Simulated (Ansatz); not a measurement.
Computed with Ansatz on PBE0-D4/def2-TZVP structures; ΔE is electronic, products minus reactants. CBS: MP2 limit from def2 TZ/QZ plus the TZ coupled-cluster correction, frozen cores. DFT in def2-TZVPP. One conformer a species, not always the lowest.

Consider the cleavage of the Si–Si bond: `C[SiH2][SiH2][SiH3]` + `O[SiH2]O` → `C[SiH2]O[SiH2]O` + `[SiH3][SiH3]`.

CCSD(T)/CBS gives -104.8 kJ/mol.

Q: Another level gave -99.3 kJ/mol. Which?
A. SCS-MP2/def2-TZVPP
B. CCSD(T)/def2-TZVPP
C. MP2/def2-TZVPP
D. r2SCAN-D4/def2-TZVPP

A: D. r2SCAN-D4 -99.3, MP2/def2-TZVPP -109.6, SCS-MP2/def2-TZVPP -115.5, CCSD(T)/def2-TZVPP -105.2 kJ/mol.

Largest T1 diagnostic among the species: 0.013.

From PBE to PBE0 (25 % exact exchange), in def2-TZVPP and without D4, ΔE moves by −8.5 kJ/mol. In def2-TZVPP, CCSD(T) changes the Hartree–Fock value by +28.7 kJ/mol (the triples alone add +4.3 kJ/mol) and MP2 by +24.4 kJ/mol.

CCSD(T)/CBS has its own doubt, a few kJ/mol and more with outer-core shells, so smaller differences from it don't rank the levels.
